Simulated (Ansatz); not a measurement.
InH2(CCH) (C2H3In), relaxed as a singlet with RKS PBE-D4/def2-TZVP in Ansatz, starting from the GFN2-xTB geometry. Force threshold 0.02 eV/Å.

In the def2 sets In takes a core potential; there is no spin–orbit coupling.

Start:

```xyz
6

In   -0.890    0.535    0.871
H    -0.685    0.305    2.564
H    -2.221    1.466    0.303
C     0.502   -0.312   -0.507
C     1.299   -0.790   -1.276
H     1.995   -1.205   -1.955
```

| step | energy (eV) | largest force component (eV/Å) | SCF passes |
| --- | --- | --- | --- |
| 1 | -7291.9156 | 1.663 | 19 |
| 2 | -7291.9467 | 0.215 | 22 |
| 3 | -7291.9540 | 0.037 | 22 |
| 4 | -7291.9540 | 0.008 | 24 |

Force components are those of the run's own axes.

End:

| atom | x (Å) | y (Å) | z (Å) |
| --- | --- | --- | --- |
| In1 | -0.905 | 0.548 | 0.888 |
| H2 | -0.615 | 0.256 | 2.563 |
| H3 | -2.206 | 1.458 | 0.216 |
| C4 | 0.471 | -0.289 | -0.471 |
| C5 | 1.275 | -0.775 | -1.253 |
| H6 | 1.979 | -1.198 | -1.943 |

By distances, no bond broke or formed. The bond that changes most is In1–C4, from 2.13 to 2.11 Å (atoms count from 1).

No frequencies were taken in this run, so the end may be a saddle point.

Run time 2.8 s (4 threads of Arm Neoverse V1 on a shared host).
